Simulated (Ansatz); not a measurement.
```yaml
atoms:
  - { symbol: P, position_ang: [0.0274, -0.0371, 0.1495] }
  - { symbol: H, position_ang: [1.1948, -0.0001, -0.6009] }
  - { symbol: H, position_ang: [-0.6180, 1.0376, -0.6968] }
  - { symbol: H, position_ang: [-0.6345, -1.0155, -0.6784] }
```

Basis set: STO-3G (spherical functions). Correlated methods keep 5 orbitals frozen. Charge 0, multiplicity 1.

Computed with Ansatz (development build ahead of 0.2.0); each method stands on the lowest determinant of its kind that the runs found. Restricted open shells among the atoms or ions are ROHF, correlated in semicanonical orbitals with singles.

Question: Give the atomization energy at this shape (free ground-state atoms in the same class of orbitals less the molecule, no zero-point energy) of singlet PH₃ by RHF-MP2, RHF.

Answer:

| method | atomization energy |
| --- | --- |
| RHF-MP2 | 250.96 kcal/mol |
| RHF | 222.84 kcal/mol |

Caution: the shape is not the minimum.

This basis has no polarisation functions and is too small for such energies, which can lie far from measured ones in either direction.
